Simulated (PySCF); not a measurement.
# Ionisation energy along the 35-electron series

Calculated with PySCF 2.14 and a two-component X2C-1e Hamiltonian (Gaussian nucleus, no Breit or QED terms), each ion in its own even-tempered basis scaled to its charge; GMP2 freezes [Ne] and drops the highest virtual spinors. Values in eV. NIST values: (m) measured, (s) semi-empirical, (t) theoretical.

| ion | configuration | GHF (screened spin-orbit) | GMP2 (screened spin-orbit) | NIST |
| --- | --- | --- | --- | --- |
| Ag¹²⁺ | [Ar] 3d10 4s2 4p5 | 294.23 | 295.36 | 294 ± 3 (t) |
| Cd¹³⁺ | [Ar] 3d10 4s2 4p5 | 329.78 | 330.93 | 329 ± 3 (t) |
| In¹⁴⁺ | [Ar] 3d10 4s2 4p5 | 367.10 | 368.26 | 368 ± 3 (t) |

Between Z = 47 and Z = 49 the GMP2 (screened spin-orbit) value grows as Z to the power 5.29.
